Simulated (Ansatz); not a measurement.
Z-matrix (Å, degrees):
```
Si
F 1 1.5916
F 1 1.5916 2 107.97
H 1 1.4697 2 108.50 3 117.40
H 1 1.4697 4 114.69 3 121.47
```
Charge 0, spin multiplicity 1.

All values below come from Ansatz (a quantum-chemistry and plane-wave program) with frozen-core CCSD(T)/cc-pVQZ // B3LYP-D3(BJ)/def2-TZVP.

```json
{
  "HF energy": "-489.22654 Ha",
  "MP2 correlation energy": "-0.68421 Ha"
}
```

Task: Estimate the CCSD correlation energy, the (T) correction, the total energy and the T1 diagnostic.

Result: 
The CCSD correlation energy comes out as -0.69313 Ha and the (T) correction is -0.02076 Ha. The CCSD(T) total energy comes out as -489.94043 Ha. The T1 diagnostic is 0.011.
